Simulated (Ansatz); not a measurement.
Born–Oppenheimer molecular dynamics of C₂H₇NOSi (12 atoms, charge 0, multiplicity 1). It starts from a relaxed structure.

Level of theory: UKS PBE0-D4/STO-3G in Ansatz.

```json
{
 "ensemble": "NVE (velocity Verlet)",
 "time step": "1 fs",
 "steps asked": "116",
 "starting velocities drawn for": "1500 K",
 "seed": "453820"
}
```

First frame:

```xyz
12
Properties=species:S:1:pos:R:3
C -1.033 0.457 1.814
C -0.714 -0.277 0.531
N 0.280 0.060 -0.302
Si 1.284 -1.000 -1.463
O 1.561 0.147 -2.727
H -2.092 0.758 1.836
H -0.414 1.359 1.914
H -0.858 -0.183 2.695
H -1.280 -1.184 0.282
H 0.759 0.937 0.034
H 0.101 -1.654 -2.045
H 2.484 0.525 -2.533
```

Question: How far do the bonds stretch over the last three quarters of this one trajectory? (Pairs bonded in most of those frames.)

Answer: 
| bond | mean (Å) | spread (Å) | shortest | longest |
| --- | --- | --- | --- | --- |
| C1–C2 | 1.522 | 0.027 | 1.48 | 1.57 |
| C1–H6 | 1.111 | 0.030 | 1.05 | 1.19 |
| C1–H7 | 1.110 | 0.045 | 1.04 | 1.18 |
| C1–H8 | 1.108 | 0.050 | 1.02 | 1.18 |
| C2–N3 | 1.348 | 0.041 | 1.28 | 1.41 |
| C2–H9 | 1.105 | 0.011 | 1.08 | 1.12 |
| N3–Si4 | 1.890 | 0.087 | 1.77 | 2.07 |
| N3–H10 | 1.066 | 0.050 | 0.99 | 1.14 |
| Si4–O5 | 1.736 | 0.022 | 1.70 | 1.78 |
| Si4–H11 | 1.480 | 0.027 | 1.44 | 1.53 |
| O5–H12 | 1.022 | 0.039 | 0.97 | 1.08 |

Mean temperature of the second half: 749 K. The conserved energy stayed within 4.3 meV per atom of its start (net change 2.5 meV per atom), so there is no drift, though single steps change it by up to 28 meV in the whole system, a sign of fast motions only just resolved. The temperature averaged 0.50 of the 1500 K drawn at the start: a run that starts near a minimum puts about half its kinetic energy into the potential. A run of 0.12 ps of so small a system gives no equilibrium averages. Limits of this set-up: minimal basis.

Run time: 8.2 min on 1 thread of Arm Neoverse V1, on a shared host, peak memory 0.15 GiB.
